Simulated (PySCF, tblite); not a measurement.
Species: C5H5NOS.
Atom-mapped SMILES: `[N:1]#[C:2][C@H:3]1[S:4][CH2:5][CH2:6][C:7]1=[O:8]` (hydrogens: H9 on C3; H10, H11 on C5; H12, H13 on C6)

Geometry (GFN2-xTB, Å), atoms numbered from 1 in this order:
```xyz
13
C5H5NOS angstrom
N      2.8555    0.9249   -0.5393
C      2.0721    0.2496   -0.0533
C      1.0280   -0.5296    0.5591
S      0.0212    0.5651    1.6232
C     -0.9872    1.0429    0.1784
C     -1.1621   -0.2274   -0.6339
C      0.0940   -1.0612   -0.5396
O      0.3570   -2.0184   -1.2047
H      1.4580   -1.3411    1.1496
H     -1.9261    1.4494    0.5450
H     -0.4468    1.8114   -0.3763
H     -1.9729   -0.8378   -0.2241
H     -1.3949   -0.0273   -1.6808
```

Method: PBE0/def2-SVPD in PySCF (dipole) on a GFN2-xTB geometry, gas phase.

Masses are those of the commonest isotopes; rigid-rotor values at the optimised geometry. The values belong to one conformer with, in the numbering `[N:1]#[C:2][C@H:3]1[S:4][CH2:5][CH2:6][C:7]1=[O:8]`, C2–C3–S4–C5 85°, C3–S4–C5–C6 39°, S4–C5–C6–C7 -35°, C5–C6–C7–O8 -169°.

Problem. Give the principal moments of inertia and the rotational constants in cm⁻¹.

Solution. Ia = 246.17, Ib = 256.92, Ic = 395.22 u·Å²; 505379 MHz·u·Å²/I gives 2053, 1967 and 1279 MHz, that is A = 0.06848, B = 0.06561, C = 0.04265 cm⁻¹.

Problem. What kind of rotor is it?

Solution. An asymmetric top; Ray's κ = 0.778.

Problem. What does the inertial defect say?

Solution. Not planar: Δ = Ic − Ia − Ib = -107.87 u·Å². For a rigid frame Δ = −2 Σ m c², so Σ m c² = 53.94 u·Å² lies off the ab plane: 10.37 from hydrogen and 43.57 from heavier atoms. The atom farthest from that plane is 1.80 Å away.

Problem. Give the other two planar moments, Paa and Pbb, and the rms extents of the mass along the axes.

Solution. Paa = Σ m a² = (Ib + Ic − Ia)/2 = 202.99 and Pbb = Σ m b² = (Ia + Ic − Ib)/2 = 192.23 u·Å². With the mass M = 127.01 u, the rms extents √(P/M) along a, b and c are 1.26, 1.23, 0.65 Å.

Problem. Which lines would a microwave search look for?

Solution. The dipole components are |μa| = 4.19 D, |μb| = 0.82 D, |μc| = 0.11 D. The squared components, which scale the intensities, stand as 1.00 : 0.04 : 0.00 (a : b : c). Some of the stronger lines:

```json
{"type": "a", "branch": "Q", "J(Ka,Kc)": "4(4,0) ← 4(4,1)", "MHz": "393", "lower level (cm⁻¹)": "1.331"}
{"type": "a", "branch": "Q", "J(Ka,Kc)": "2(2,0) ← 2(2,1)", "MHz": "610", "lower level (cm⁻¹)": "0.382"}
{"type": "a", "branch": "Q", "J(Ka,Kc)": "1(1,0) ← 1(1,1)", "MHz": "688", "lower level (cm⁻¹)": "0.111"}
{"type": "a", "branch": "Q", "J(Ka,Kc)": "4(3,1) ← 4(3,2)", "MHz": "1780", "lower level (cm⁻¹)": "1.244"}
{"type": "a", "branch": "Q", "J(Ka,Kc)": "3(2,1) ← 3(2,2)", "MHz": "1941", "lower level (cm⁻¹)": "0.707"}
{"type": "a", "branch": "Q", "J(Ka,Kc)": "2(1,1) ← 2(1,2)", "MHz": "2065", "lower level (cm⁻¹)": "0.305"}
{"type": "a", "branch": "R", "J(Ka,Kc)": "1(0,1) ← 0(0,0)", "MHz": "3246", "lower level (cm⁻¹)": "0.000"}
{"type": "a", "branch": "Q", "J(Ka,Kc)": "4(2,2) ← 4(2,3)", "MHz": "3571", "lower level (cm⁻¹)": "1.121"}
{"type": "a", "branch": "Q", "J(Ka,Kc)": "3(1,2) ← 3(1,3)", "MHz": "3623", "lower level (cm⁻¹)": "0.585"}
{"type": "a", "branch": "Q", "J(Ka,Kc)": "4(1,3) ← 4(1,4)", "MHz": "5103", "lower level (cm⁻¹)": "0.950"}
{"type": "a", "branch": "R", "J(Ka,Kc)": "2(0,2) ← 1(0,1)", "MHz": "5882", "lower level (cm⁻¹)": "0.108"}
{"type": "a", "branch": "R", "J(Ka,Kc)": "2(1,1) ← 1(1,0)", "MHz": "7180", "lower level (cm⁻¹)": "0.134"}
{"type": "a", "branch": "R", "J(Ka,Kc)": "3(0,3) ← 2(0,2)", "MHz": "8406", "lower level (cm⁻¹)": "0.304"}
{"type": "a", "branch": "R", "J(Ka,Kc)": "3(1,2) ← 2(1,1)", "MHz": "9958", "lower level (cm⁻¹)": "0.374"}
{"type": "a", "branch": "R", "J(Ka,Kc)": "4(1,4) ← 3(1,3)", "MHz": "10960", "lower level (cm⁻¹)": "0.585"}
{"type": "a", "branch": "R", "J(Ka,Kc)": "4(0,4) ← 3(0,3)", "MHz": "10960", "lower level (cm⁻¹)": "0.585"}
{"type": "a", "branch": "R", "J(Ka,Kc)": "3(2,1) ← 2(2,0)", "MHz": "11068", "lower level (cm⁻¹)": "0.403"}
{"type": "a", "branch": "R", "J(Ka,Kc)": "4(2,3) ← 3(2,2)", "MHz": "12405", "lower level (cm⁻¹)": "0.707"}
{"type": "a", "branch": "R", "J(Ka,Kc)": "4(3,2) ← 3(3,1)", "MHz": "13630", "lower level (cm⁻¹)": "0.789"}
{"type": "a", "branch": "R", "J(Ka,Kc)": "4(2,2) ← 3(2,1)", "MHz": "14035", "lower level (cm⁻¹)": "0.772"}
{"type": "a", "branch": "R", "J(Ka,Kc)": "4(3,1) ← 3(3,0)", "MHz": "14903", "lower level (cm⁻¹)": "0.806"}
```

Its GFN2-xTB frequencies are all real (lowest 54 cm⁻¹). Constants of a rigid frame at the computed geometry: no zero-point averaging, no centrifugal distortion. Quadrupole hyperfine structure (14N) is left out.
